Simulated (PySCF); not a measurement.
# How methods differ on the excitation energy of Pd

Pd [Kr] 4d10 (1S) → Pd [Kr] 4d9 5p1 (high-spin determinant), as a difference of total energies. All numbers are calculated (PySCF 2.14, a scalar-relativistic core potential, in def2-QZVPPD with the def2 core potential (28 electrons) (7s5p4d4f2g, 88 functions)). Correlated levels: valence and next inner shell: nothing frozen outside the core potential. The calculations carry no spin-orbit coupling.

| method | excitation energy (eV) |
| --- | --- |
| UHF | 2.859 |
| MP2 (valence and next inner shell) | 4.939 |
| SCS-MP2 (valence and next inner shell) | 4.725 |
| CCSD (valence and next inner shell) | 4.216 |
| CCSD(T) (valence and next inner shell) | 4.374 |

How much does correlation contribute at CCSD(T) (valence and next inner shell)?

4.374 − (2.859) = 1.515 eV, measured against UHF.

The determinant of the upper state mixes LS terms, which raises its energy above the lowest term, most at the Hartree-Fock and MP2 levels.
